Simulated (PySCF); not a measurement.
## [YCl2]+ at several levels of theory

Computed with PySCF 2.14.0 (density fitting, no spin-orbit coupling) at the geometry relaxed with PBE0:

```xyz
3
[YCl2]+ (singlet)
Y     0.0000    0.0000   -0.6279
Cl    1.9542    0.0000    0.6700
Cl   -1.9542    0.0000    0.6700
```

```
    level                                 basis    state  HOMO (eV)  gap (eV)  charge on Y1 (e)  dipole about the centre of mass (D)  largest force component (eV/Å)
     PBE0    Y def2-SVP with ECP28, Cl def2-SVP  singlet     -13.91      5.82              1.20                                 7.04                            0.01
CAM-B3LYP                              the same  singlet     -15.15      7.80              1.18                                 7.16                            0.09
     PBE0  Y def2-TZVP with ECP28, Cl def2-TZVP  singlet     -13.86      5.84              1.48                                 6.90                            0.11
```

Charges are Mulliken's, which hang on the basis. The relaxation used the grid (50, 194), these runs (75, 302) or, all-electron (x2c bases, spin-free X2C Hamiltonian), (99, 590).

Question: What does PBE with Y def2-SVP with ECP28, Cl def2-SVP give here?

Answer: state singlet, HOMO (eV) -12.59, gap (eV) 3.75, charge on Y1 (e) 1.09, dipole about the centre of mass (D) 6.49, largest force component (eV/Å) 0.25. Time: 1.3 s on 2 threads of Arm Neoverse V2, on a shared host, from an already converged density.

In the first row's basis the gap widens with exact exchange: 3.7 eV for PBE (none); 5.8 eV for PBE0 (a fixed share); 7.8 eV for CAM-B3LYP (rising or full at long range).
